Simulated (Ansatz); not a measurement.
One geometry of the cluster Cs3, several levels of theory.

```yaml
crystal:
  periodic: [false, false, false]
  atoms:
    - {symbol: Cs, position_ang: [-0.480307, -2.983615, -0.272464]}
    - {symbol: Cs, position_ang: [2.802856, 1.045275, 0.508207]}
    - {symbol: Cs, position_ang: [-2.322549, 1.938340, -0.235733]}
basis:
  gaussian: {orbitals: def2-TZVP, initial_orbitals: start.molden}
magnetization: {spin_polarized: true, initial_magnetization: 1}
hamiltonian: {xc: pbe}
scf: {omitted_lower_state_checks: [starts]}
output: {orbitals: {seedname: orbitals}}
```

The file start.molden holds the orbitals of an earlier run on this structure, at another level or in another basis.

```sh
$ ansatz run in.yaml --threads 2 --pin off --events-out ev --progress --plain --max-ram 4352MiB
```

Output, abridged:

```
Functional definition: PBE
954 factors; their error is unknown
mean field evaluation 1: about -1645.3465 eV, gradient 1.6e0 eV
mean field evaluation 2: about -1645.3716 eV, gradient 4.9e-2 eV
mean field evaluation 4: about -1645.3636 eV, gradient 2.7e-3 eV
mean field evaluation 8: about -1645.3636 eV, gradient 1.9e-5 eV
mean field -1645.36364524 eV, -60.4659986951 hartree, gradient 9.8e-6 eV, S^2 0.763137; 0 other end points of the search recorded, 0 dependent functions left out
reference -1645.36369537 eV, -60.4660005373 hartree; 14, 13 occupied and 73, 74 virtual orbitals, 954 factors
Total energy: -1645.36369537 eV, -60.4660005373 hartree
Checks for a lower state left out: starts
```

Run time 12 s (2 threads of Arm Neoverse V1 on a shared host).

As the first input, with `hamiltonian: {xc: r2scan}` (abridged; 34 s):

```
Functional definition: r2SCAN
mean field evaluation 16: about -1645.3080 eV, gradient 4.3e-4 eV
mean field -1645.30802462 eV, -60.4639546751 hartree, gradient 9.5e-6 eV, S^2 1.013626
Total energy: -1645.30812597 eV, -60.4639583993 hartree
Checks for a lower state left out: starts
```

The first input with `gaussian: {orbitals: def2-TZVP}`, `hamiltonian: {xc: pbe0}` and without the key `scf` (abridged; 66 s):

```
Functional definition: PBE0
mean field evaluation 16: about -1644.6831 eV, gradient 1.7e-3 eV
mean field evaluation 32: about -1644.6862 eV, gradient 1.8e-5 eV
mean field evaluation 64: about -1644.1529 eV, gradient 4.1e-6 eV
mean field evaluation 96: about -1644.1529 eV, gradient 1.7e-4 eV
mean field evaluation 128: about -1644.1980 eV, gradient 3.3e-1 eV
mean field -1644.68617132 eV, -60.4411019878 hartree, gradient 3.9e-6 eV, S^2 0.783147; 8 other end points of the search recorded, 0 dependent functions left out
Total energy: -1644.68621036 eV, -60.4411034223 hartree
```

Geometry: PBE0/def2-TZVP, that of the charge +1 singlet.

In the def2 sets Cs takes a core potential; there is no spin–orbit coupling. At PBE/def2-TZVP the gap within one spin of the charge 0 doublet nearly closes, so an electron or hole may be smeared out by delocalisation error. At r2SCAN/def2-TZVP the charge 0 doublet is spin-contaminated (final ⟨S²⟩ up to 1.01, 0.75 for a pure state). The structure comes from a short search, and lower isomers may exist.
